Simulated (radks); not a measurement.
Question: Se V, configuration [Ar] 3d10 4s2. Calculated with a radial shooting solver on a logarithmic mesh with Libxc functionals: Dirac Kohn-Sham, PBE, spin-unpolarised, spherical densities, finite nucleus; Fermi nuclear charge, rms radius 4.14 fm. Some entries of the table are withheld. Estimate them.

| orbital | occ. | eigenvalue (hartree) | <r^2> (bohr^2) | <1/r> (bohr^-1) |
|---|---|---|---|---|
| 1s1/2 | 2 | -461.3376 | 0.002616 | 34.56 |
| 2s1/2 | 2 | -60.94462 | 0.04520 | 7.686 |
| 2p1/2 | 2 | -54.87360 | 0.03485 | 7.651 |
| 2p3/2 | 4 | -53.33832 | 0.03631 | 7.415 |
| 3s1/2 | 2 | (1) | 0.3785 | (2) |
| 3p1/2 | 2 | (3) | (4) | (5) |
| 3p3/2 | 4 | (6) | (7) | (8) |
| 3d3/2 | 4 | -3.85213 | 0.4794 | 2.053 |
| 3d5/2 | 6 | -3.81887 | 0.4856 | 2.038 |
| 4s1/2 | 2 | -2.26795 | 2.852 | (9) |

Answer: 
(1) 3s1/2 eigenvalue (hartree): -9.73215
(2) 3s1/2 <1/r> (bohr^-1): 2.501
(3) 3p1/2 eigenvalue (hartree): -7.65390
(4) 3p1/2 <r^2> (bohr^2): 0.3965
(5) 3p1/2 <1/r> (bohr^-1): 2.381
(6) 3p3/2 eigenvalue (hartree): -7.43750
(7) 3p3/2 <r^2> (bohr^2): 0.4107
(8) 3p3/2 <1/r> (bohr^-1): 2.325
(9) 4s1/2 <1/r> (bohr^-1): 0.8375
